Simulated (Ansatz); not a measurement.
Reactions of C11H24, SMILES `CCCCCCCCCCC`.

Program: Ansatz. Geometries: PBE0-D4/def2-TZVP. ΔE: electronic, gas phase. CBS: MP2 limit from def2 TZ/QZ plus the TZ coupled-cluster correction, frozen cores. This one scheme is used for every species. Functionals use def2-TZVPP. For Br outer-core shells are correlated without core-valence functions, which leaves a few kJ/mol of doubt a bond. Scalar relativity is left out up to krypton. One conformer a species, not always the lowest.

| reaction | HF/CBS(def2) (eV) | r2SCAN-D4 (eV) |
| --- | --- | --- |
| `CCCCCCCCCCC` + H₂O → `CCCCCCCO` + `CCCC` | 0.20 | 0.39 |
| `CCCCCCCCCCC` + H₂S → `CCCCCCCS` + `CCCC` | 0.01 | 0.05 |
| `CCCCCCCCCCC` + `CCCC(C)C` → `CCCCCC(C)C` + `CCCCCCCCC` | 0.08 | 0.07 |
| `CCCCCCCCCCC` + HBr → `CCCCCCCBr` + `CCCC` | -0.06 | 0.00 |
| `CCCCCCCCCCC` + H₂ → `CCCCCCCC` + `CCC` | -0.97 | -0.66 |
| `CCCCCCCCCCC` + CH₃SH → `CCCCCCCCCCS` + `CC` | -0.07 | -0.04 |
| `CCCCCCCCCCC` + H₂ → `CCCCCC` + `CCCCC` | -0.88 | -0.61 |
| `CCCCCCCCCCC` + CH₃OH → `CCCCCCCO` + `CCCCC` | -0.19 | -0.13 |
| `CCCCCCCCCCC` + HBr → `CCCBr` + `CCCCCCCC` | -0.06 | 0.01 |
| `CCCCCCCCCCC` + `O[SiH3]` → `CCCO[SiH3]` + `CCCCCCCC` | 0.18 | 0.35 |

**Question.** Give the CCSD(T)/CBS values in the same order. (Estimate.)

**Answer.** Ansatz gave: 0.51, 0.09, 0.07, 0.03, -0.62, -0.04, -0.58, -0.10, 0.05, 0.43 eV.

Largest T1 diagnostic: 0.011, for `O[SiH3]`.
